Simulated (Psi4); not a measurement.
glyoxal (C$_{2}$H$_{2}$O$_{2}$), singlet, geometry from GFN2-xTB; B97M-V/def2-TZVP (Psi4).

Psi4 was given this input:
```
memory 2 GB

molecule mol {
0 1
C     0.020264    0.758340    0.007480
C    -0.020264   -0.758340   -0.007480
O     1.039602    1.385374    0.031588
H    -0.979080    1.228412   -0.005972
O    -1.039602   -1.385374   -0.031588
H     0.979080   -1.228412    0.005972
}

set {
  basis def2-tzvp
  reference rks
  scf_type pk
  puream true
  d_convergence 1e-8
  dft_radial_points 99
  dft_spherical_points 590
}

energy('b97m-v')
print_variables()
```

It wrote (shortened):

```
   => Loading Basis Set <=

    Name: DEF2-TZVP
    Role: ORBITAL
    Keyword: BASIS

         ---------------------------------------------------------
                                   SCF
               by Justin Turney, Rob Parrish, Andy Simmonett
                          and Daniel G. A. Smith
                              RKS Reference
         ---------------------------------------------------------

  ==> Geometry <==

    Molecular point group: ci
    Full point group: Ci

    Geometry (in Angstrom), charge = 0, multiplicity = 1:

       Center              X                  Y                   Z               Mass
    ------------   -----------------  -----------------  -----------------  -----------------
         C            0.020264000000     0.758340000000     0.007480000000    12.000000000000
         C           -0.020264000000    -0.758340000000    -0.007480000000    12.000000000000
         O            1.039602000000     1.385374000000     0.031588000000    15.994914619570
         H           -0.979080000000     1.228412000000    -0.005972000000     1.007825032230
         O           -1.039602000000    -1.385374000000    -0.031588000000    15.994914619570
         H            0.979080000000    -1.228412000000     0.005972000000     1.007825032230

  Running in ci symmetry.

  Rotational constants: A =      1.94486  B =      0.15885  C =      0.14686 [cm^-1]
  Rotational constants: A =  58305.39530  B =   4762.26023  C =   4402.66034 [MHz]
  Nuclear repulsion =  102.226827645839805

  Charge       = 0
  Multiplicity = 1
  Electrons    = 30
  Nalpha       = 15
  Nbeta        = 15

  ==> Algorithm <==

  SCF Algorithm Type is PK.
  DIIS enabled.
  MOM disabled.
  Fractional occupation disabled.
  Guess Type is SAD.
  Energy threshold   = 1.00e-06
  Density threshold  = 1.00e-08
  Integral threshold = 1.00e-12

  ==> Primary Basis <==

  Basis Set: DEF2-TZVP
    Blend: DEF2-TZVP
    Number of shells: 52
    Number of basis functions: 136
    Number of Cartesian functions: 156
    Spherical Harmonics?: true
    Max angular momentum: 3

  ==> DFT Potential <==

   => LibXC <=

    Version 7.1.2
    S. Lehtola, C. Steigemann, M. J. T. Oliveira, and M. A. L. Marques,  SoftwareX 7, 1–5 (2018) (10.1016/j.softx.2017.11.002)

   => Composite Functional: B97M-V <=

    B97M-V GGA Exchange-Correlation Functional

    N. Mardirossian and M. Head-Gordon,  J. Chem. Phys. 142, 074111 (2015) (10.1063/1.4907719)

    Deriv               =              1
    GGA                 =           TRUE
    Meta                =           TRUE

    Exchange Hybrid     =          FALSE
    MP2 Hybrid          =          FALSE

   => Exchange-Correlation Functionals <=

    1.0000   B97M-V exchange-correlation functional

   => LibXC Density Thresholds  <==

    XC_MGGA_XC_B97M_V:  1.00E-15

   => VV10 Non-Local Parameters <=

    VV10 B              =     6.0000E+00
    VV10 C              =     1.0000E-02

   => Molecular Quadrature <=

    Radial Scheme          =       TREUTLER
    Pruning Scheme         =           NONE
    Nuclear Scheme         =       TREUTLER

    Blocking Scheme        =         OCTREE
    BS radius alpha        =              1
    Pruning alpha          =              1
    Radial Points          =             99
    Spherical Points       =            590
    Total Points           =         334882
    Total Blocks           =           2500
    Max Points             =            256
    Max Functions          =            132
    Weights Tolerance      =       1.00E-15

  ==> Integral Setup <==

  Using in-core PK algorithm.
   Calculation information:
      Number of atoms:                   6
      Number of AO shells:              52
      Number of primitives:             92
      Number of atomic orbitals:       156
      Number of basis functions:       136

      Integral cutoff                 1.00e-12
      Number of threads:                 1

  Performing in-core PK
  Using 86797172 doubles for integral storage.
  We computed 870430 shell quartets total.
  Whereas there are 950131 unique shell quartets.

  ==> DiskJK: Disk-Based J/K Matrices <==

    J tasked:                  Yes
    K tasked:                   No
    wK tasked:                  No
    Schwarz Cutoff:          1E-12

  Minimum eigenvalue in the overlap matrix is 8.9382965374E-04.
  Reciprocal condition number of the overlap matrix is 1.3353968646E-04.
    Using symmetric orthogonalization.

  ==> Pre-Iterations <==

  SCF Guess: Superposition of Atomic Densities via on-the-fly atomic UHF (no occupation information).

   -------------------------
    Irrep   Nso     Nmo
   -------------------------
     Ag        68      68
     Au        68      68
   -------------------------
    Total     136     136
   -------------------------

  ==> Iterations <==

                        Total Energy        Delta E     RMS |[F,P]|

   @RKS iter SAD:  -227.26448755552306   -2.27264e+02   0.00000e+00
   @RKS iter   1:  -227.69350563871853   -4.29018e-01   6.84657e-03 ADIIS/DIIS
   @RKS iter   2:  -227.49574805453338    1.97758e-01   1.00761e-02 ADIIS/DIIS
   @RKS iter   3:  -227.82979037791984   -3.34042e-01   3.16476e-03 ADIIS/DIIS
   @RKS iter   4:  -227.86922654371867   -3.94362e-02   4.10819e-04 ADIIS/DIIS
   @RKS iter   5:  -227.86994370885270   -7.17165e-04   6.21813e-05 DIIS
   @RKS iter   6:  -227.86995994615879   -1.62373e-05   8.58888e-06 DIIS
   @RKS iter   7:  -227.86996020205783   -2.55899e-07   1.79156e-06 DIIS
   @RKS iter   8:  -227.86996021469989   -1.26421e-08   1.64641e-07 DIIS
   @RKS iter   9:  -227.86996021478816   -8.82778e-11   1.67151e-08 DIIS
   @RKS iter  10:  -227.86996021478936   -1.19371e-12   2.65153e-09 DIIS
  Energy and wave function converged.

  ==> Post-Iterations <==

   Electrons on quadrature grid:
      Ntotal   =   29.9999999464 ; deviation = -5.358e-08

    Orbital Energies [Eh]
    ---------------------

    Doubly Occupied:

[...]
    Virtual:

[...]
      68Au    44.689406

    Final Occupation by Irrep:
             Ag    Au
    DOCC [     8,    7 ]
    NA   [     8,    7 ]
    NB   [     8,    7 ]

  @RKS Final Energy:  -227.86996021478936

   => Energetics <=

    Nuclear Repulsion Energy =            102.2268276458398049
    One-Electron Energy =                -512.5772598206175417
    Two-Electron Energy =                 211.1738870046355885
    DFT Exchange-Correlation Energy =     -28.8157292253690223
    Empirical Dispersion Energy =           0.0000000000000000
    VV10 Nonlocal Energy =                  0.1223141807217857
    Total Energy =                       -227.8699602147893586

Computation Completed

Properties will be evaluated at   0.000000,   0.000000,   0.000000 [a0]

Properties computed using the SCF density matrix

 Multipole Moments:

 ------------------------------------------------------------------------------------
     Multipole            Electronic (a.u.)      Nuclear  (a.u.)        Total (a.u.)
 ------------------------------------------------------------------------------------

 L = 1.  Multiply by 2.5417464519 to convert [e a0] to [Debye]
 Dipole X            :          0.0000000            0.0000000            0.0000000
 Dipole Y            :          0.0000000            0.0000000            0.0000000
 Dipole Z            :          0.0000000            0.0000000            0.0000000
 Magnitude           :                                                    0.0000000

 ------------------------------------------------------------------------------------

  Variable Map:
  ----------------------------------------------------------------------------
[...]
  Array Variable Map:
  ----------------------------------------------------------------------------
[...]
[...]
```
